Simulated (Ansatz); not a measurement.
Abridged output of a molecular run in Ansatz:

```
Functional definition: HF
1470 factors; integrals over basis functions are off by at most 1.2e-3 eV
mean field evaluation 1: about -24637.3218 eV, gradient 4.6e1 eV
mean field evaluation 2: about -24637.5544 eV, gradient 4.6e1 eV
mean field evaluation 4: about -24642.0618 eV, gradient 3.7e0 eV
mean field evaluation 8: about -24642.1250 eV, gradient 2.8e-1 eV
mean field -24642.12528174 eV, -905.5814010716 hartree, gradient 2.3e-6 eV, S^2 0.000000; 0 other end points of the search recorded, 0 dependent functions left out
13 core orbitals not correlated: weight in the atoms' cores, before any rotation towards them, 1.000 or more for the frozen orbitals, at most 0.000 for the correlated occupied ones
reference -24642.12528174 eV, -905.5814010716 hartree; 15, 15 occupied and 219, 219 virtual orbitals, 1470 factors
second order -23.42639348 eV of doubles, -0.00000000 eV of singles
cycle   1  -24.05290595 eV  change   -6.3e-1 eV  update   1.0e-1
cycle   2  -24.59017893 eV  change   -5.4e-1 eV  update   2.9e-2
cycle   3  -24.70758910 eV  change   -1.2e-1 eV  update   1.6e-2
cycle   4  -24.69465841 eV  change    1.3e-2 eV  update   4.0e-3
cycle   5  -24.69269373 eV  change    2.0e-3 eV  update   1.8e-3
cycle   6  -24.69333552 eV  change   -6.4e-4 eV  update   5.7e-4
cycle   7  -24.69302572 eV  change    3.1e-4 eV  update   1.7e-4
cycle   8  -24.69298231 eV  change    4.3e-5 eV  update   5.9e-5
cycle   9  -24.69300374 eV  change   -2.1e-5 eV  update   2.4e-5
perturbative correction -0.96869023 eV, -0.0355987093 hartree
Total energy: -24667.78697571 eV, -906.5244509310 hartree
```

Its atoms:

Cartesian coordinates in Å:
```
N -1.1283 -0.6679 1.0018
B -0.4993 -0.4126 -0.2158
O -1.0130 -0.9982 -1.3471
Si 1.1264 0.8054 -0.2172
Cl 1.4972 1.4300 1.7271
H -0.8078 -0.2738 1.8686
H -1.9388 -1.2611 1.0802
H -0.5453 -0.7908 -2.1556
H 2.3646 0.1367 -0.7020
H 0.9442 2.0322 -1.0401
```

Q: Which basis set was used?
A. def2-SVP
B. cc-pV(D+d)Z
C. def2-TZVPP
D. cc-pV(Q+d)Z

A: C. It gives 247 functions.

Q: Write the keys of the input that set method, charge and spin (a neutral closed shell needs none for the last two).

A: 
```yaml
correlation: {method: ccsd_t}
```
